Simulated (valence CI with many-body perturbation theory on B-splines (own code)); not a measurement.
Nd11+: calculated level list

Calculated by valence CI with perturbative core correlation (CI+MBPT): three valence electrons over a frozen Dirac-Fock core [Kr] 4d10, radial functions for each j: 7 s, 7 p, 7 d, 7 f, 4 g, 2 h, with the one-electron correlation potential Σ1 (screened to all orders), the two-electron term Σ2, the three-electron term Σ3, Breit, model QED; selected single and double excitations, second order for the rest, scaled by the run's own slope (own B-spline code, finite nucleus).

No measured spectrum was set against this ion. As an estimate, terms of the open shell hold to a few per cent of their energy, and close levels can change places; configurations with another count of f electrons can be misplaced by thousands of cm⁻¹.

Levels 91 to 135 of 200, with energies above the lowest level, 4f5s² ²F°_5/2. "Leading %" is the weight of the configuration and term that name the level; weights of strongly mixed levels are sums over their largest components and can fall short. In the jj column 3d3/2^4 stands for four electrons in 3d with j = 3/2.

```csv
No.,Configuration,Term,J,E (cm⁻¹),Leading %,Leading jj,Second component
91,4f³,²D°,5/2,308890,89,4f5/2 4f7/2^2 (60 %),
92,4f²5p,⁴D°,7/2,310210,52,4f5/2 4f7/2 5p1/2 (68 %),20 % 4f²5p ²F°
93,4f³,²P°,3/2,312010,48,4f7/2^3 (74 %),46 % 4f³ ²D°
94,4f²5p,²F°,7/2,312120,42,4f7/2^2 5p1/2 (73 %),30 % 4f²5p ²G°
95,4f²5p,²H°,9/2,315020,41,4f7/2^2 5p1/2 (89 %),24 % 4f²5p ²G°
96,4f³,²I°,11/2,316600,81,4f5/2^2 4f7/2 (68 %),13 % 4f³ ²H°
97,4f³,⁴D°,3/2,316820,76,4f5/2^2 4f7/2 (67 %),17 % 4f³ ²D°
98,4f³,⁴D°,5/2,316840,64,4f5/2^2 4f7/2 (57 %),20 % 4f³ ²D°
99,4f³,⁴D°,1/2,317440,90,4f5/2^2 4f7/2 (52 %),5 % 4f²5p ⁴D°
100,4f³,²L°,15/2,317940,97,4f5/2^2 4f7/2 (49 %),
101,4f³,²I°,13/2,318340,93,4f5/2 4f7/2^2 (82 %),
102,4f³,²L°,17/2,319740,100,4f5/2 4f7/2^2 (100 %),
103,4f³,⁴D°,7/2,320070,93,4f5/2 4f7/2^2 (65 %),
104,4f²5p,²F°,5/2,321310,52,4f5/2 4f7/2 5p1/2 (38 %),14 % 4f³ ⁴D°
105,4f³,²H°,9/2,322210,97,4f5/2 4f7/2^2 (52 %),
106,4f²5p,²P°,3/2,322250,44,4f5/2 4f7/2 5p1/2 (42 %),29 % 4f²5p ²D°
107,4f³,²D°,3/2,323200,76,4f5/2 4f7/2^2 (69 %),20 % 4f³ ⁴D°
108,4f³,²H°,11/2,323560,83,4f5/2 4f7/2^2 (52 %),15 % 4f³ ²I°
109,4f³,²D°,5/2,324470,56,4f5/2 4f7/2^2 (42 %),18 % 4f³ ⁴D°
110,4f²5p,²S°,1/2,325500,41,4f5/2 4f7/2 5p1/2 (87 %),29 % 4f²5p ⁴D°
111,4f²5p,⁴D°,1/2,325970,58,4f5/2^2 5p1/2 (55 %),22 % 4f²5p ²S°
112,4f³,²F°,5/2,327910,38,4f7/2^3 (26 %),16 % 4f²5p ⁴D°
113,4f²5p,⁴D°,3/2,328300,59,4f5/2 4f7/2 5p1/2 (48 %),15 % 4f²5p ²P°
114,4f²5p,²I°,11/2,328630,61,4f5/2 4f7/2 5p1/2 (70 %),29 % 4f²5p ²H°
115,4f²5p,²I°,13/2,329190,47,4f5/2 4f7/2 5p1/2 (67 %),45 % 4f²5p ²K°
116,4f³,²F°,5/2,330560,28,4f7/2^2 5p1/2 (36 %),14 % 4f³ ²D°
117,4f³,²F°,7/2,330960,91,4f7/2^3 (44 %),
118,4f²5p,⁴S°,3/2,331740,60,4f5/2 4f7/2 5p1/2 (44 %),21 % 4f²5p ⁴P°
119,4f²5p,⁴H°,9/2,336910,36,4f5/2^2 5p3/2 (75 %),26 % 4f²5p ²H°
120,4f²5p,²G°,7/2,337040,41,4f5/2^2 5p3/2 (89 %),35 % 4f²5p ⁴H°
121,4f²5p,⁴H°,11/2,338360,46,4f5/2 4f7/2 5p3/2 (75 %),37 % 4f²5p ⁴I°
122,4f²5p,²H°,9/2,340330,35,4f5/2 4f7/2 5p3/2 (92 %),31 % 4f²5p ⁴G°
123,4f²5p,⁴I°,13/2,341070,56,4f5/2 4f7/2 5p3/2 (61 %),44 % 4f²5p ⁴H°
124,4f²5p,⁴G°,11/2,341720,55,4f5/2 4f7/2 5p3/2 (48 %),37 % 4f²5p ²H°
125,4f³,²G°,9/2,343910,96,4f5/2 4f7/2^2 (59 %),
126,4f³,²G°,7/2,344710,91,4f5/2 4f7/2^2 (50 %),
127,4f²5p,⁴I°,15/2,345380,100,4f7/2^2 5p3/2 (82 %),
128,4f²5p,⁴G°,5/2,345790,65,4f5/2^2 5p3/2 (73 %),20 % 4f²5p ⁴F°
129,4f²5p,⁴F°,3/2,346240,57,4f5/2^2 5p3/2 (64 %),26 % 4f²5p ²D°
130,5s5p²,²P,3/2,346560,84,5s 5p3/2^2 (81 %),9 % 5s5p² ²D
131,5s5p²,²S,1/2,347380,69,5s 5p3/2^2 (89 %),23 % 5s5p² ²P
132,4f²5p,⁴G°,7/2,347740,44,4f5/2 4f7/2 5p3/2 (88 %),15 % 4f²5p ⁴F°
133,4f²5p,⁴F°,5/2,348510,39,4f5/2 4f7/2 5p3/2 (46 %),21 % 4f²5p ⁴G°
134,4f²5p,⁴F°,7/2,348600,36,4f5/2 4f7/2 5p3/2 (78 %),20 % 4f²5p ²G°
135,4f5p²,⁴G°,5/2,348940,35,4f5/2 5p1/2^2 (74 %),13 % 4f5p² ²D°
```

Names give the largest LS component (configuration and term), which can be under half, so a name can repeat, a term be missing and a line seem to break the LS rules; names also repeat where a configuration has a term twice.

Where two levels of one J and parity lie close, their mixing, g and order are uncertain.
